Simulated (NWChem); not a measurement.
All runs are NWChem calculations. System: C2HBr2F, charge 0, spin multiplicity 1, at a geometry optimised with B3LYP/def2-SVP. The structure started from a generated list of species. Level: MP2/def2-TZVP, 21 core orbitals frozen.

Output (cleaned and shortened):

```
             Northwest Computational Chemistry Package (NWChem) 7.3.0
             --------------------------------------------------------

                                NWChem Input Module
                                -------------------

 Scaling coordinates for geometry "geometry" by  1.889725989
 (inverse scale =  0.529177249)

 Turning off AUTOSYM since
 SYMMETRY directive was detected!

                             Geometry "geometry" -> ""
                             -------------------------

 Output coordinates in angstroms (scale by  1.889725989 to convert to a.u.)

  No.       Tag          Charge          X              Y              Z
 ---- ---------------- ---------- -------------- -------------- --------------
    1 F                    9.0000     2.53421800    -0.89289800     0.00000000
    2 C                    6.0000     1.76016500     0.18660600     0.00000000
    3 C                    6.0000     0.42420200     0.11161200     0.00000000
    4 Br                  35.0000    -0.47567300    -1.54486900     0.00000000
    5 Br                  35.0000    -0.61639600     1.69099700     0.00000000
    6 H                    1.0000     2.30825100     1.13228700     0.00000000

 Effective nuclear repulsion energy (a.u.)     557.4030969661

            Nuclear Dipole moment (a.u.)
            ----------------------------
        X                 Y               Z
 ---------------- ---------------- ----------------
    -0.0000000000    -0.0000132281     0.0000000000

      Symmetry information
      --------------------

 Group name             Cs
 Group number              2
 Group order               2
 No. of unique centers     6

      Symmetry unique atoms

     1    2    3    4    5    6


 Summary of "ao basis" -> "" (spherical)
 ------------------------------------------------------------------------------
       Tag                 Description            Shells   Functions and Types
 ---------------- ------------------------------  ------  ---------------------
 *                         def2-tzvp                  on all atoms

 Summary of "ao basis" -> "ao basis" (spherical)
 ------------------------------------------------------------------------------
       Tag                 Description            Shells   Functions and Types
 ---------------- ------------------------------  ------  ---------------------
 F                         def2-tzvp                11       31   5s3p2d1f
[...]
  AO/Fock/Back tols     =   1.0D-09  1.0D-09  1.0D-09

 GA uses MA = F    GA memory limited = T

 Available:
  local mem=  1.15D+08
 global mem=  1.31D+08
 local disk=  0.00D+00
  mp2_memr nvloc                   149
  nvloc new                   149
   1 passes of  25:        5242880                     263746                 222437051.
   1 passes of  25: M    114677223           G      130995950           F     109434343.
  mp2_memr nvloc                   149
  nvloc new                   149
   2 passes of  13:        5242880                     174382                 115698457.
   2 passes of  13: M    114677223           G      130995950           F     109434343.
  mp2_memr nvloc                   149
  nvloc new                   149
   3 passes of   9:        5242880                     144594                  80118926.
   3 passes of   9: M    114677223           G      130995950           F     109434343.

 Semi-direct pass number   1 of   3  for RHF alpha+beta  at       94.7s
  vrange nnbf                 17558
  mp2_eaftype                   305  avail_ma_in_mb                   999
 EAF : mp2_eaftype filesize         305   40059463.
  mp2_eaf for mointskh                    305
Node 0 wrote    188.4 Mb in      0.1 s     Agg I/O rate:  2007.0 Mb/s
 Done moints_semi at      127.4s
  mp2_eaftype                   305  avail_ma_in_mb                   694
 EAF : mp2_eaftype filesize         305   40059463.
  mp2_eaf for kh                   305
 Done maket at      128.3s
 Semi-direct pass number   2 of   3  for RHF alpha+beta  at      128.3s
  vrange nnbf                 17558
  mp2_eaftype                   305  avail_ma_in_mb                   694
 EAF : mp2_eaftype filesize         305   40059463.
  mp2_eaf for mointskh                    305
Node 0 wrote    188.4 Mb in      0.1 s     Agg I/O rate:  2258.3 Mb/s
 Done moints_semi at      162.8s
  mp2_eaftype                   305  avail_ma_in_mb                   694
 EAF : mp2_eaftype filesize         305   40059463.
  mp2_eaf for kh                   305
 Done maket at      163.6s
 Semi-direct pass number   3 of   3  for RHF alpha+beta  at      163.6s
  vrange nnbf                 17558
  mp2_eaftype                   305  avail_ma_in_mb                   694
 EAF : mp2_eaftype filesize         305   40059463.
  mp2_eaf for mointskh                    305
Node 0 wrote    146.5 Mb in      0.1 s     Agg I/O rate:  2101.4 Mb/s
 Done moints_semi at      193.3s
  mp2_eaftype                   305  avail_ma_in_mb                   694
 EAF : mp2_eaftype filesize         305   40059463.
  mp2_eaf for kh                   305
 Done maket at      193.9s
 Done multipass loop at      193.9s

          -------------------------------------------
          SCF energy               -5320.608980316812
          Correlation energy          -1.112042203580
          Singlet pairs               -0.637480784191
          Triplet pairs               -0.474561419389
          Total MP2 energy         -5321.721022520393
          -------------------------------------------

          ---------------------------------------------------
                    Spin Component Scaled (SCS) MP2
          Same spin pairs                     -0.316374279593
          Same spin scaling factor             0.333333333333
          Opposite spin pairs                 -0.795667923987
          Opposite spin scaling fact.          1.200000000000
          SCS-MP2 correlation energy          -1.060259601982
          Total SCS-MP2 energy             -5321.669239918795
          ---------------------------------------------------

 -----------------------
 Performance information
 -----------------------

 Timer overhead =  1.89D-07 seconds/call

               Nr. of calls         CPU time (s)                 Wall time (s)                GFlops
             ---------------    -------------------     ------------------------------   -------------------
Name         Min   Avg   Max    Min     Avg     Max     Min     Avg     Max   Mx/calls   Min     Max     Sum
mp2: moin     3     3     3    97.     97.     97.      97.     97.     97.     32.      0.0     0.0     0.0
mp2: make     3     3     3    2.2     2.2     2.2      2.2     2.2     2.2    0.74      0.0     0.0     0.0
mp2: tota     1     1     1   9.95E+1 9.95E+1 9.95E+1  9.95E+1 9.95E+1 9.95E+1 9.95E+1   0.0     0.0     0.0

 The average no. of pstat calls per process was 7.00D+00
 with a timing overhead of 1.32D-06s

 Task  times  cpu:      193.9s     wall:      193.9s

 Total times  cpu:      193.9s     wall:      193.9s
```

Q: Write an NWChem input that would produce this output.

A: One answer among several that fit: 
```
start mol
memory heap 200 mb stack 800 mb global 1000 mb
geometry units angstroms nocenter noautoz
  F      2.534218    -0.892898     0.000000
  C      1.760165     0.186606     0.000000
  C      0.424202     0.111612     0.000000
  Br    -0.475673    -1.544869     0.000000
  Br    -0.616396     1.690997     0.000000
  H      2.308251     1.132287     0.000000
  symmetry group Cs
end
basis spherical
  * library def2-tzvp
end
scf
  rhf
  nopen 0
  maxiter 100
  thresh 1e-7
  semidirect memsize 60000000 filesize 0
end
mp2
  freeze core 21
end
task mp2 energy
```
